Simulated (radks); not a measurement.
Question: Isoelectronic series with 15 electrons, each ion in its NIST ground configuration. Method: non-relativistic Kohn-Sham, LDA (Slater exchange, Perdew-Wang correlation), spin-polarised, spherical densities, point nucleus; open shells are filled with parallel spins first; computed with a radial shooting solver on a logarithmic mesh with Libxc functionals. Total energies (hartree) and orbital eigenvalues (eV) (* marks an orbital that is empty in some or all of the ions):

ion    configuration  E (hartree)   3p down*      3p up    3s down
P       [Ne] 3s2 3p3   -340.00005    -4.1278    -6.2884   -12.2572
S+      [Ne] 3s2 3p3   -396.35052   -15.0691   -17.8834   -25.5210
Cl2+    [Ne] 3s2 3p3   -457.29783   -29.6209   -33.0293   -42.3812
Ar3+    [Ne] 3s2 3p3   -522.82843   -47.5393   -51.5122   -62.5976
K4+     [Ne] 3s2 3p3   -592.93442   -68.7076   -73.2277   -86.0560
Sc6+    [Ne] 3s2 3p3   -746.85405  -120.5519  -126.1363  -142.4645
Ti7+    [Ne] 3s2 3p3   -830.66182  -151.1580  -157.2652  -175.3471
V8+     [Ne] 3s2 3p3   -919.03230  -184.8578  -191.4839  -211.3207
Cr9+    [Ne] 3s2 3p3  -1011.96416  -221.6371  -228.7792  -250.3718
Mn10+   [Ne] 3s2 3p3  -1109.45638  -261.4854  -269.1412  -292.4902
Fe11+   [Ne] 3s2 3p3  -1211.50815  -304.3947  -312.5624  -337.6681

Estimate the row of Ca5+ ([Ne] 3s2 3p3).

Answer: E (hartree) -667.61077; 3p down* -93.0591; 3p up -98.1151; 3s down -112.6917.
